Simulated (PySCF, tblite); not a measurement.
Isomers of C6H7F3, one GFN2-xTB conformer each. Single-point energies are computed at PBE0/pcSseg-1 (PySCF, gas phase, no added dispersion term), electronic only.

Question: Rank them by PBE0/pcSseg-1 energy, lowest first (kcal/mol).
A. `[C@H]1([C@@]2(F)C[C@]1(F)CC2)F`
B. `[F:1][CH2:2][C@@H:3]([F:4])[C:5]1=[CH:6][CH2:7][C@H:8]1[F:9]` with F1–C2–C3–F4 82°, C2–C3–C5–C6 -112°
C. `[F:1][CH2:2][C@:3]1([CH:4]([F:5])[F:6])[C@@H:7]2[CH2:8][C@H:9]12` with F1–C2–C3–C4 -66°, C2–C3–C4–F5 -68°

Answer: A (0.0), B (23.8), C (31.7).

As drawn, the lowest has a four-membered ring, which the highest lacks; the highest has a three-membered ring, two fluorines on one carbon and a quaternary carbon, which the lowest lacks. GFN2-xTB itself gives, in the same order: 0.0, 27.5, 40.5. Both levels put the same isomer lowest; measured from each level's own lowest isomer, the values differ by up to 8.8 kcal/mol (FC[C@]1(C(F)F)[C@@H]2C[C@@H]21: 40.5 against 31.7).

Which frontier levels, dipoles and rotational constants go with these structures?

```
                        SMILES  HOMO (eV, PBE0/pcSseg-1)  LUMO (eV)  dipole (D)      A, B, C (MHz)
  F[C@H]1[C@@]2(F)CC[C@]1(F)C2                     -8.55       1.44        1.66   2402, 1534, 1386
       FC[C@@H](F)C1=CC[C@H]1F                     -7.90      -0.45        2.71  2561, 1088, 812.2
FC[C@]1(C(F)F)[C@@H]2C[C@@H]21                     -7.69       1.52        1.97   1914, 1607, 1082
```

What happens when harmonic zero-point energies from GFN2-xTB frequencies are added?

```
                        SMILES  ZPE (kcal/mol)  electronic (kcal/mol)  with ZPE (kcal/mol)
  F[C@H]1[C@@]2(F)CC[C@]1(F)C2            75.6                    0.0                  0.0
       FC[C@@H](F)C1=CC[C@H]1F            73.3                   23.8                 21.6
FC[C@]1(C(F)F)[C@@H]2C[C@@H]21            73.3                   31.7                 29.4
```

The zero-point energies span 2.3 kcal/mol. The order is unchanged.
